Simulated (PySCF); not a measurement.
Computed properties of PbHBr, SMILES [Br][PbH]

PbHBr, SMILES [Br][PbH] (connectivity only; charge and spin as stated), neutral, multiplicity 1. Coordinates come from a PBE0-D3(BJ)/def2-TZVP optimisation. The def2 effective core potentials stand for the cores of Pb; spin–orbit coupling is left out. Other conformers were not sampled. All values are computed for the isolated molecule unless a solvent is named; none is compared with measurement here.

**Structure.** The optimised structure has Cs symmetry. All 3 harmonic modes at PBE0-D3(BJ)/def2-TZVP (PySCF) are real, so it is a minimum.

**Vibrations.** The strongest infrared lines (harmonic, unscaled, degenerate partners summed) lie at 1618 cm⁻¹ (481 km/mol, H 99 %), 518 cm⁻¹ (31 km/mol, H 99 %), 211 cm⁻¹ (27 km/mol, Br 72 %, Pb 28 %). The softest mode is at 211 cm⁻¹ and the zero-point energy is 3.4 kcal/mol.

**Electronic structure.** M06-2X/def2-TZVPD (PySCF) places the frontier levels at -8.06 and -2.28 eV, a gap of 5.78 eV, and gives a dipole moment of 4.10 D and a mean polarisability of 70.0 bohr³.

**Excitations.** TDA-PBE0/def2-TZVPD (PySCF) has S1 at 2.70 eV (460 nm, f = 0.006, weak); the most intense of the 10 singlets computed lies at 6.04 eV (f = 0.10). T1 (TDA) is at 2.14 eV, 0.56 eV under S1.
